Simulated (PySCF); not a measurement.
## Oxygen: a sound run and one with changed settings

Sound run: O²⁺ [He] 2s2 2p2, O³⁺ [He] 2s2 2p1. Computed with PySCF 2.14 in aug-cc-pVDZ (4s3p2d, 23 functions), with the non-relativistic Hamiltonian (point nucleus). The sound run starts from symmetry-adapted Hartree-Fock orbitals and uses a fine grid where one is needed.

Changed run: 14 angular points. This setting is unsound on purpose.

| species | method | sound run (hartree) | changed run (hartree) | converged |
| --- | --- | --- | --- | --- |
| O²⁺ | UHF | -73.08344 | -73.08344 | yes |
| O²⁺ | B3LYP | -73.25861 | -73.25860 | yes |
| O²⁺ | r2SCAN | -73.23001 | -73.23532 | yes |
| O³⁺ | UHF | -71.07568 | -71.07568 | yes |
| O³⁺ | B3LYP | -71.21785 | -71.21736 | yes |
| O³⁺ | r2SCAN | -71.18528 | -71.18532 | yes |

Ionisation energy of O²⁺:

| method | sound run (eV) | changed run (eV) |
| --- | --- | --- |
| UHF | 54.634 | 54.634 |
| B3LYP | 55.532 | 55.545 |
| r2SCAN | 55.640 | 55.783 |

A coarse angular grid integrates products of high-l functions wrongly, so density functionals can shift, and the SCF can exploit the error; Hartree-Fock and MP2 need no grid.

For comparison, NIST gives 54.936 eV between the lowest levels.
